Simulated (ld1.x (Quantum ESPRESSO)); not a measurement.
Plane-wave convergence, RRKJ potential for H (Z = 1)

- Element: H
- Generator: ld1.x (Quantum ESPRESSO) 7.5
- Type: norm-conserving RRKJ (Kleinman–Bylander form)
- Functional: PBEsol
- Relativity: scalar-relativistic
- Frozen core: none
- Valence charge: 1
- Reference configuration: 1s1
- Partial waves: 2p channel at 0.4 Ry: rc 1.15 bohr; 1s (bound): rc 1.10 bohr
- Local potential: the s channel
- Core correction: none

The pseudo-atom Hamiltonian at the reference potential is diagonalised in spherical Bessel functions j_l(qr) that vanish at 20 bohr, with q² up to the cutoff. All-electron valence levels (Ry): 1s -0.4654.

How do the lowest levels (Ry) of each channel move with the cutoff, and are there ghosts?

```
cutoff (Ry)    p #1    p #2     s #1    d #1    f #1    f #2  Σ f·Δε (mRy)
          8  0.0306  0.1023  -0.4116  0.0772  0.1193  0.2590          53.8
         12  0.0306  0.1023  -0.4349  0.0772  0.1193  0.2590          30.5
         18  0.0306  0.1023  -0.4516  0.0772  0.1193  0.2590          13.8
         30  0.0306  0.1023  -0.4618  0.0772  0.1193  0.2590           3.6
         40  0.0306  0.1023  -0.4646  0.0772  0.1193  0.2590           0.8
         50  0.0306  0.1023  -0.4652  0.0772  0.1193  0.2590           0.2
        400  0.0306  0.1023  -0.4654  0.0772  0.1193  0.2590           0.0
```

Result: no extra level below or beside the all-electron valence levels (p, s, d, f tested); 10 mRy is reached at 21 Ry and 1 mRy at 40 Ry.
